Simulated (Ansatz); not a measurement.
A run for Ansatz (a first-principles code): R-RI-MP2/cc-pV(T+d)Z on NH3 (SMILES N). The basis file is the Basis Set Exchange's JSON of that set.

Ansatz 0.2 input:
```yaml
crystal:
  periodic: [false, false, false]
  atoms:
    - {symbol: N, position_ang: [0.00000000, -0.00002411, 0.30627053]}
    - {symbol: H, position_ang: [0.00000000, 0.93747488, -0.10213041]}
    - {symbol: H, position_ang: [0.81190073, -0.46877539, -0.10212006]}
    - {symbol: H, position_ang: [-0.81190073, -0.46877539, -0.10212006]}
basis:
  gaussian:
    orbitals: cc-pV_T+d_Z.json
    fitting: {mean_field: def2-universal-JKFIT, correlation: cc-pVTZ-RIFIT.json}
magnetization: {spin_polarized: false}
correlation: {method: mp2, electrons: outside_noble_gas}
scf: {lower_state_search: off}
```

### Question
Predict the final total energy.

### Answer
-56.4527 hartree.
